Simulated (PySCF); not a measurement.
# Radial density of Eu³⁹⁺ (europium, charge +39)

r2SCANh, [Ar] 3d6, high-spin 5D determinant. Calculation: PySCF 2.14, in an even-tempered Gaussian basis (18 s from 7.3 bohr⁻², ratio 2.5; 12 p from 9.5 bohr⁻², ratio 2.5; 8 d from 9.5 bohr⁻², ratio 2.5; 4 f from 37 bohr⁻², ratio 2.7; 3 g from 56 bohr⁻², ratio 2.7); scalar relativity by spin-free X2C-1e.

```csv
r (bohr),4πr²ρ (e/bohr),4πr²(ρα − ρβ)
0.0212,78.82,0.0177
0.0356,75.75,0.2475
0.0599,105.1,2.1577
0.101,80.75,10.3605
0.170,69.73,20.5939
0.285,44.65,9.7850
0.480,2.065,0.4271
0.807,0.003373,0.0009
```

Densities and radii are taken from the X2C orbitals without a picture-change correction, which distorts them close to the nucleus.

Spin-orbit coupling is strong in this species (close to jj coupling), so the high-spin LS determinant is a model state, not a physical level.
